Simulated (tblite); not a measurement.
C₅H₉FO₂Si.
Cartesian coordinates in Å at the GFN2-xTB level; atoms count from 1:
```
atom  x, y, z in Å
C1     2.4320   -0.9177   -0.0456
O2     1.1804   -0.8430   -0.6958
C3     0.7443    0.4623   -0.9396
C4    -0.4523    0.3795   -1.8411
C5    -1.6659    0.1314   -1.3748
F6    -2.6964    0.0933   -2.2599
C7    -2.0813   -0.1095    0.0280
Si8   -0.7444    0.5602    1.2154
O9     0.4444    1.1242    0.2533
H10    3.2217   -0.4958   -0.6775
H11    2.4134   -0.3842    0.9089
H12    2.6217   -1.9750    0.1236
H13    1.5457    1.0495   -1.4210
H14   -0.2860    0.5142   -2.8969
H15   -3.0605    0.3469    0.1808
H16   -2.2206   -1.1845    0.1628
H17   -0.2896   -0.5253    2.0872
H18   -1.1154    1.7796    1.9159
```

Method: GFN2-xTB as coded in tblite; computed harmonic values from a numerical Hessian at the method's own geometry, unscaled. Errors from tens to a few hundred cm⁻¹ against measured bands are possible. Modes of hydrogen on silicon can be 10 to 20 % off. One conformer, not necessarily the lowest.

Harmonic wavenumbers (cm⁻¹): 31.1, 82.4, 111.9, 125.3, 183.8, 296.6, 325.5, 357.9, 383.3, 430.6, 468.6, 493.9, 544.9, 619.4, 693.8, 735.3, 748.5, 773.5, 779.3, 810.3, 817.1, 888.7, 980.3, 1012.9, 1068.3, 1084.6, 1120.2, 1131.9, 1134.9, 1159.2, 1233.6, 1288.2, 1307.3, 1320.8, 1395.0, 1441.0, 1460.9, 1482.8, 1733.9, 2249.3, 2347.0, 2833.2, 2920.1, 2953.0, 2959.2, 2993.0, 3032.1, 3115.5.

A = 2112, B = 1125, C = 853.8 MHz; mass 148.036 u (most abundant isotopes); point group C1, symmetry number 1.

Task: Zero-point energy?

Result: ½Σν̃ = 28730 cm⁻¹ = 82.14 kcal/mol.

Task: Entropy at 273.15 K, 1 bar (ideal gas, RRHO, classical rotation)?

Result: Translation 40.48, rotation 29.19, vibration 26.20: S = 95.9 cal/(mol K).

Task: And Cp and H(273.15 K) − H(0)?

Result: Cp = 36.31 cal/(mol K), of which vibrations give 28.37 (their classical limit is 48 R = 95.4); H(273.15 K) − H(0) = 5.95 kcal/mol without the zero-point energy, 3.77 from vibrations.

Task: Blend soft modes into free rotors: weight 1/[1 + (100 cm⁻¹/ν̃)⁴] for the oscillator and the rest for a rotor with moment μB/(μ + B), μ = h/(8π²ν), B = 10⁻⁴⁴ kg m². What vibrational entropy results?

Result: 23.86 cal/(mol K) in place of 26.20, which changes −T·S at 273.15 K by +0.64 kcal/mol.

Task: How do the functions run with temperature in this model?

Result: 
```json
{"T (K)": "150", "S (cal/(mol K))": "78.5", "Cp (cal/(mol K))": "22.9", "H − H(0) (kcal/mol)": "2.30", "G − H(0) (kcal/mol)": "-9.48", "ln q(vib)": "3.14"}
{"T (K)": "250", "S (cal/(mol K))": "92.8", "Cp (cal/(mol K))": "33.8", "H − H(0) (kcal/mol)": "5.13", "G − H(0) (kcal/mol)": "-18.06", "ln q(vib)": "5.64"}
{"T (K)": "298.15", "S (cal/(mol K))": "99.2", "Cp (cal/(mol K))": "39.0", "H − H(0) (kcal/mol)": "6.89", "G − H(0) (kcal/mol)": "-22.68", "ln q(vib)": "6.87"}
{"T (K)": "400", "S (cal/(mol K))": "112.1", "Cp (cal/(mol K))": "49.1", "H − H(0) (kcal/mol)": "11.39", "G − H(0) (kcal/mol)": "-33.44", "ln q(vib)": "9.49"}
{"T (K)": "600", "S (cal/(mol K))": "135.0", "Cp (cal/(mol K))": "64.0", "H − H(0) (kcal/mol)": "22.80", "G − H(0) (kcal/mol)": "-58.21", "ln q(vib)": "14.61"}
{"T (K)": "900", "S (cal/(mol K))": "163.8", "Cp (cal/(mol K))": "77.5", "H − H(0) (kcal/mol)": "44.22", "G − H(0) (kcal/mol)": "-103.18", "ln q(vib)": "21.87"}
```

q(vib) and H(0) count from the zero-point level.

Hindered rotation and anharmonicity are outside this model. Other conformers, if any are populated, would add a mixing term that is left out. The structure is chiral; the term R ln 2 for an equal mix with its mirror image is left out.
